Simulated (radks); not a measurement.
Values are calculated unless marked as measured or tabulated.
Question: Ga+, 30 electrons, occupied as [Ar] 3d10 4s2. Level of theory: Dirac Kohn-Sham, BLYP, spin-unpolarised, spherical densities, finite nucleus; Fermi nuclear charge, rms radius 3.9973 fm (a radial shooting solver on a logarithmic mesh with Libxc functionals). Some entries of the table are withheld. Estimate them.

orbital,occ.,eigenvalue (hartree),<1/r> (bohr^-1)
1s1/2,2,-376.2413,31.30
2s1/2,2,-46.68294,6.884
2p1/2,2,-41.37021,(1)
2p3/2,4,-40.35299,(2)
3s1/2,2,-5.73541,2.193
3p1/2,2,-4.01928,(3)
3p3/2,4,-3.88567,(4)
3d3/2,4,-1.01451,1.658
3d5/2,6,-0.99750,1.646
4s1/2,2,-0.60146,0.5885

Answer: 
(1) 2p1/2 <1/r> (bohr^-1): 6.845
(2) 2p3/2 <1/r> (bohr^-1): 6.670
(3) 3p1/2 <1/r> (bohr^-1): 2.063
(4) 3p3/2 <1/r> (bohr^-1): 2.020
